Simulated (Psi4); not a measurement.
propyne (C₃H₄), singlet, geometry from GFN2-xTB; BLYP/STO-3G (Psi4).

Input for Psi4:
```
memory 2 GB

molecule {
0 1
  C     0.00251601   -0.00427449    0.21384286
  C    -0.01028846   -0.01351722    1.40987627
  C     0.00901665    0.01179166   -1.23156806
  H    -0.03481017   -0.01436157    2.45813969
  H    -0.01568984    1.04063331   -1.59024389
  H     0.90833899   -0.47377787   -1.60942938
  H    -0.86530420   -0.51649354   -1.61137288
}

set basis sto-3g
set e_convergence 1e-4

energy('blyp')
print_variables()
```

What the program printed (banner, timings and long lists left out):

```
   => Loading Basis Set <=

    Name: STO-3G
    Role: ORBITAL
    Keyword: BASIS

         ---------------------------------------------------------
                                   SCF
               by Justin Turney, Rob Parrish, Andy Simmonett
                          and Daniel G. A. Smith
                              RKS Reference
         ---------------------------------------------------------

  ==> Geometry <==

    Molecular point group: c1
    Full point group: C1

    Geometry (in Angstrom), charge = 0, multiplicity = 1:

       Center              X                  Y                   Z               Mass
    ------------   -----------------  -----------------  -----------------  -----------------
         C            0.002330985672    -0.003382224045     0.155526122757    12.000000000000
         C           -0.010473484328    -0.012624954045     1.351559532757    12.000000000000
         C            0.008831625672     0.012683925955    -1.289884797243    12.000000000000
         H           -0.034995194328    -0.013469304045     2.399822952757     1.007825032230
         H           -0.015874864328     1.041525575955    -1.648560627243     1.007825032230
         H            0.908153965672    -0.472885604045    -1.667746117243     1.007825032230
         H           -0.865489224328    -0.515601274045    -1.669689617243     1.007825032230

  Running in c1 symmetry.

  Rotational constants: A =      5.31357  B =      0.29102  C =      0.29101 [cm^-1]
  Rotational constants: A = 159296.89126  B =   8724.50455  C =   8724.35386 [MHz]
  Nuclear repulsion =   59.192213204086684

  Charge       = 0
  Multiplicity = 1
  Electrons    = 22
  Nalpha       = 11
  Nbeta        = 11

  ==> Algorithm <==

  SCF Algorithm Type is DF.
  DIIS enabled.
  MOM disabled.
  Fractional occupation disabled.
  Guess Type is SAD.
  Energy threshold   = 1.00e-04
  Density threshold  = 1.00e-06
  Integral threshold = 1.00e-12

  ==> Primary Basis <==

  Basis Set: STO-3G
    Blend: STO-3G
    Number of shells: 13
    Number of basis functions: 19
    Number of Cartesian functions: 19
    Spherical Harmonics?: true
    Max angular momentum: 1

  ==> DFT Potential <==

   => LibXC <=

    Version 7.1.2
    S. Lehtola, C. Steigemann, M. J. T. Oliveira, and M. A. L. Marques,  SoftwareX 7, 1–5 (2018) (10.1016/j.softx.2017.11.002)

   => Composite Functional: BLYP <=

    BLYP GGA Exchange-Correlation Functional

    P.J. Stephens et. al., J. Phys. Chem., 98, 11623-11627, 1994
    B. Miehlich et. al., Chem. Phys. Lett., 157(3), 200-206 1989

    Deriv               =              1
    GGA                 =           TRUE
    Meta                =          FALSE

    Exchange Hybrid     =          FALSE
    MP2 Hybrid          =          FALSE

   => Exchange Functionals <=

    1.0000     XC_GGA_X_B88

   => Correlation Functionals <=

    1.0000     XC_GGA_C_LYP

   => LibXC Density Thresholds  <==

    XC_GGA_C_LYP:  1.00E-14
    XC_GGA_X_B88:  1.00E-15

   => Molecular Quadrature <=

    Radial Scheme          =       TREUTLER
    Pruning Scheme         =           NONE
    Nuclear Scheme         =       TREUTLER

    Blocking Scheme        =         OCTREE
    BS radius alpha        =              1
    Pruning alpha          =              1
    Radial Points          =             75
    Spherical Points       =            302
    Total Points           =         150032
    Total Blocks           =           1196
    Max Points             =            255
    Max Functions          =             19
    Weights Tolerance      =       1.00E-15

   => Loading Basis Set <=

    Name: (STO-3G AUX)
    Role: JKFIT
    Keyword: DF_BASIS_SCF

  ==> Integral Setup <==

  SCF_SUBTYPE=INCORE selected. In-core MEM_DF algorithm will be used.
  Using in-core AOs.

  ==> MemDFJK: Density-Fitted J/K Matrices <==

    J tasked:                   Yes
    K tasked:                    No
    wK tasked:                   No
    Algorithm:                 Core
    Schwarz Cutoff:           1E-12
    Mask sparsity (%):       0.5540
    Fitting Condition:        1E-10

   => Auxiliary Basis Set <=

  Basis Set: (STO-3G AUX)
    Blend: DEF2-UNIVERSAL-JKFIT
    Number of shells: 99
    Number of basis functions: 297
    Number of Cartesian functions: 347
    Spherical Harmonics?: true
    Max angular momentum: 4

  Minimum eigenvalue in the overlap matrix is 1.3169598814E-01.
  Reciprocal condition number of the overlap matrix is 5.6252018805E-02.
    Using symmetric orthogonalization.

  ==> Pre-Iterations <==

  SCF Guess: Superposition of Atomic Densities via on-the-fly atomic UHF (no occupation information).

   -------------------------
    Irrep   Nso     Nmo
   -------------------------
     A         19      19
   -------------------------
    Total      19      19
   -------------------------

  ==> Iterations <==

                           Total Energy        Delta E     RMS |[F,P]|

   @DF-RKS iter SAD:  -113.93229432178157   -1.13932e+02   0.00000e+00
   @DF-RKS iter   1:  -115.13376588016084   -1.20147e+00   5.60184e-03 ADIIS/DIIS
   @DF-RKS iter   2:  -115.10500489779564    2.87610e-02   1.31773e-02 ADIIS/DIIS
   @DF-RKS iter   3:  -115.13867447106361   -3.36696e-02   2.83363e-03 ADIIS/DIIS
   @DF-RKS iter   4:  -115.14029273097235   -1.61826e-03   3.43533e-04 ADIIS/DIIS
   @DF-RKS iter   5:  -115.14031684539088   -2.41144e-05   5.43513e-05 DIIS
   @DF-RKS iter   6:  -115.14031771199086   -8.66600e-07   1.56513e-06 DIIS
   @DF-RKS iter   7:  -115.14031771289497   -9.04109e-10   4.47076e-07 DIIS
  Energy and wave function converged.

  ==> Post-Iterations <==

   Electrons on quadrature grid:
      Ntotal   =   22.0000013803 ; deviation = 1.380e-06

    Orbital Energies [Eh]
    ---------------------

    Doubly Occupied:

       1A     -9.786323     2A     -9.712359     3A     -9.692347
       4A     -0.658726     5A     -0.577811     6A     -0.429673
       7A     -0.351206     8A     -0.350909     9A     -0.350683
      10A     -0.163656    11A     -0.163566

    Virtual:

      12A      0.148937    13A      0.149157    14A      0.304465
      15A      0.407019    16A      0.410907    17A      0.411447
      18A      0.451696    19A      1.074922

    Final Occupation by Irrep:
              A
    DOCC [    11 ]
    NA   [    11 ]
    NB   [    11 ]

  @DF-RKS Final Energy:  -115.14031771289497

   => Energetics <=

    Nuclear Repulsion Energy =             59.1922132040866842
    One-Electron Energy =                -271.4889825947334430
    Two-Electron Energy =                 114.8265873063891860
    DFT Exchange-Correlation Energy =     -17.6701356286373823
    Empirical Dispersion Energy =           0.0000000000000000
    VV10 Nonlocal Energy =                  0.0000000000000000
    Total Energy =                       -115.1403177128949693

Computation Completed

Properties will be evaluated at   0.000000,   0.000000,   0.000000 [a0]

Properties computed using the SCF density matrix

 Multipole Moments:

 ------------------------------------------------------------------------------------
     Multipole            Electronic (a.u.)      Nuclear  (a.u.)        Total (a.u.)
 ------------------------------------------------------------------------------------

 L = 1.  Multiply by 2.5417464519 to convert [e a0] to [Debye]
 Dipole X            :          0.0037324           -0.0076922           -0.0039598
 Dipole Y            :         -0.0316858            0.0370951            0.0054093
 Dipole Z            :          2.1850394           -2.4244586           -0.2394193
 Magnitude           :                                                    0.2395131

 ------------------------------------------------------------------------------------

  Variable Map:
  ----------------------------------------------------------------------------
  "CURRENT ENERGY"              =>    -115.140317712895
  "CURRENT REFERENCE ENERGY"    =>    -115.140317712895
  "DD SOLVATION ENERGY"         =>       0.000000000000
  "DFT FUNCTIONAL TOTAL ENERGY" =>    -115.140317712895
  "DFT TOTAL ENERGY"            =>    -115.140317712895
  "DFT VV10 ENERGY"             =>       0.000000000000
  "DFT XC ENERGY"               =>     -17.670135628637
  "GRID ELECTRONS ALPHA"        =>      11.000000690161
  "GRID ELECTRONS BETA"         =>      11.000000690161
  "GRID ELECTRONS TOTAL"        =>      22.000001380322
  "NUCLEAR REPULSION ENERGY"    =>      59.192213204087
  "ONE-ELECTRON ENERGY"         =>    -271.488982594733
  "PCM POLARIZATION ENERGY"     =>       0.000000000000
  "PE ENERGY"                   =>       0.000000000000
  "SCF ITERATION ENERGY"        =>    -115.140317712895
  "SCF ITERATIONS"              =>       7.000000000000
  "SCF TOTAL ENERGY"            =>    -115.140317712895
  "TWO-ELECTRON ENERGY"         =>     114.826587306389
  "XC GRID RADIAL POINTS"       =>      75.000000000000
  "XC GRID SPHERICAL POINTS"    =>     302.000000000000
  "XC GRID TOTAL POINTS"        =>  150032.000000000000

  Array Variable Map:
  ----------------------------------------------------------------------------
  "CURRENT DIPOLE"              =>      -0.003959803196 ... -0.239419282991 1 by 3
  "SCF DIPOLE"                  =>      -0.003959803196 ... -0.239419282991 1 by 3
  "SCF TOTAL ENERGIES"          =>    -113.932294321782 ... -115.140317712895 1 by 8
```
